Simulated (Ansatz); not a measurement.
`[SiH3][SiH2][TeH]` and `N[SiH2][SiH3]` differ in one atom or group.

Ansatz, PBE0-D4/def2-TZVP geometries, multiplicity 1. Each molecule was computed in one conformer, which needn't be the lowest.

Elements past krypton have def2 core potentials.

```json
{"property": "HOMO–LUMO gap (B3LYP/def2-TZVPP) / eV", "`[SiH3][SiH2][TeH]`": "5.30"}
{"property": "HOMO–LUMO gap (PBE0/def2-TZVPP) / eV", "`[SiH3][SiH2][TeH]`": "5.73"}
{"property": "HOMO energy (ωB97M-V/def2-TZVPP) / eV", "`[SiH3][SiH2][TeH]`": "-8.62"}
{"property": "LUMO energy (PBE0/def2-TZVPP) / eV", "`[SiH3][SiH2][TeH]`": "-0.81"}
{"property": "HOMO energy (PBE/def2-TZVPP) / eV", "`[SiH3][SiH2][TeH]`": "-5.52"}
{"property": "LUMO energy (B3LYP/def2-TZVPP) / eV", "`[SiH3][SiH2][TeH]`": "-1.02"}
```

Task: Give the same properties after the change, and the shifts. (An estimate is asked.)

Result: The calculation gave: 
| property | `N[SiH2][SiH3]` | shift |
| --- | --- | --- |
| HOMO–LUMO gap (B3LYP/def2-TZVPP) / eV | 6.78 | 1.48 |
| HOMO–LUMO gap (PBE0/def2-TZVPP) / eV | 7.21 | 1.48 |
| HOMO energy (ωB97M-V/def2-TZVPP) / eV | -9.59 | -0.97 |
| LUMO energy (PBE0/def2-TZVPP) / eV | -0.13 | 0.68 |
| HOMO energy (PBE/def2-TZVPP) / eV | -6.00 | -0.48 |
| LUMO energy (B3LYP/def2-TZVPP) / eV | -0.35 | 0.67 |

With PBE0 the HOMO falls by 0.80 eV and the LUMO rises by 0.68 eV, so the gap widens by about 1.48 eV. PBE moves the HOMO by -0.48 eV and ωB97M-V by -0.97 eV.

B3LYP here is the variant with VWN-RPA as its local correlation; programs differ in this.

Spin–orbit coupling is left out; it splits and shifts lone-pair levels of the heavy atoms by tenths of an eV.
